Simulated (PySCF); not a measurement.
Species: C₅H₇ClF (doublet state).
Z-matrix (Å and degrees, GFN2-xTB geometry), rows numbered from 1:
```
C 
C   1  1.4829
F   2  1.3583  1  113.41
C   2  1.3814  1  130.45  3   179.94
C   4  1.5091  2  117.07  1  -179.96
C   4  1.3776  2  125.92  1     0.03
Cl  6  1.7065  4  125.69  2     0.04
H   1  1.0905  2  111.20  3  -120.00
H   1  1.0904  2  111.18  3   120.09
H   1  1.0877  2  108.91  3     0.04
H   5  1.0883  4  110.08  2   -59.35
H   5  1.0852  4  110.97  2   179.89
H   5  1.0883  4  110.04  2    59.18
H   6  1.0762  4  120.92  2   179.93
```

The hyperfine couplings belong to this conformer and change with its torsions.

The species is `C[C](F)/C(C)=C\Cl` [radical].

Method: PySCF, UKS B3LYP, pcH-1 on C Cl F H, non-relativistic, mean-field spin-orbit, GIAO. Isolated species at its GFN2-xTB geometry (one conformer only). A GFN2-xTB geometry isn't a minimum of the functional, and hyperfine couplings can be far from their values at a DFT geometry. The SCF solution wasn't tested for stability. ⟨S²⟩ is 0.775 where a pure state has 0.75.

(1) Give the principal g shifts and their parts.

(2) What are the electron Larmor frequencies g μB B/h along the three axes at 3350 mT?

(3) Average each term over the three axes. Which is largest in size?

(4) What effective moment and Curie constant follow for a powder?

(5) In a frozen sample, at which fields do the three g values resonate at 9.5, 34, 94 and 263 GHz (hyperfine left aside), and which band first spreads them over more than twice a line width of 0.5 mT?

Results:

(1) 
```tsv
Δg (ppt)	1	2	3
relativistic mass correction	-0.20	-0.20	-0.20
gauge correction	0.00	0.04	0.04
orbital Zeeman/spin–orbit	-0.36	4.74	5.35
total	-0.56	4.59	5.20
```

So g = 2.00176, 2.00691, 2.00752 and g_iso = 2.00539; the tensor is close to axial: the two nearest values differ by 11 % of g3 − g1. Axes: g2 points within 7° of the C4–C5 bond.

(2) 93.8573, 94.0986, 94.1272 GHz for g1, g2 and g3, a range of 270.0 MHz.

(3) The orbital-Zeeman/spin–orbit term 3.24, the mass correction -0.20 and the gauge correction 0.03 ppt, for a total of 3.07 ppt. The orbital-Zeeman/spin–orbit term is the largest in size. The mass correction is the same along every axis, so the anisotropy comes from the other two: their spans along these axes are 0.05 (gauge) and 5.71 ppt (orbital Zeeman/spin–orbit).

(4) With the mean of g² = 4.0216 and S(S+1) = 0.75: μ_eff = √(⟨g²⟩S(S+1)) = 1.737 μB and χT = 0.12505·⟨g²⟩·S(S+1) = 0.377 cm³ K/mol (cgs; spin-Hamiltonian part alone).

(5) 
```tsv
band	GHz	B(g3) mT	B(g2) mT	B(g1) mT	spread mT
X	9.5	338.11	338.21	339.08	0.97
Q	34.0	1210.06	1210.43	1213.54	3.48
W	94.0	3345.47	3346.49	3355.09	9.62
J	263.0	9360.20	9363.05	9387.13	26.92
```

The spread grows in proportion to the frequency. Q band is the first where it exceeds 1.0 mT.

The Mulliken spin populations are largest on C6 (+0.59), C2 (+0.58) and C4 (-0.23). The positive populations add up to 1.32 and the negative ones to -0.32, together 2S = 1. The angles at C6 add up to 360.0°, so it is planar; its axial dipolar tensor and the negative coupling of its proton fit spin in a p orbital normal to that plane.

The HOMO–LUMO gaps are 5.78 eV among the α and 5.14 eV among the β orbitals.
